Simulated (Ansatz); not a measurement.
Z-matrix (Å, degrees):
```
C
B 1 1.577
H 1 1.094 2 114.8
H 1 1.099 2 107.3 3 -118.2
H 1 1.093 2 113.1 3 125.4
C 2 1.575 1 120.5 3 -171.8
C 2 1.562 1 119.8 3 14.1
S 2 2.353 1 110.1 3 -42.1
H 6 1.099 2 107.6 1 -75.1
H 6 1.093 2 113.2 1 41.8
H 6 1.093 2 114.2 1 166.6
H 7 1.088 2 121.4 1 18.9
H 7 1.090 2 117.7 1 160.8
H 8 1.341 2 89.2 1 11.3
```

Charge 0, multiplicity 1.

**Question.** List the PBE/def2-TZVPP orbital energies in eV (the Gaussian-basis code of Ansatz). (Best estimate.)

**Answer.** Computed: Occupied: -2396.32, -269.29, -267.98, -267.87, -209.23, -176.43, -155.40, -155.29, -155.13, -19.88, -17.17, -16.43, -15.72, -11.50, -11.16, -10.03, -9.87, -9.58, -8.99, -8.87, -8.43, -7.40, -7.17, -5.94. Lowest empty: -0.99, -0.37, 0.08, 0.74, 1.36, 1.67, 1.93, 2.14.
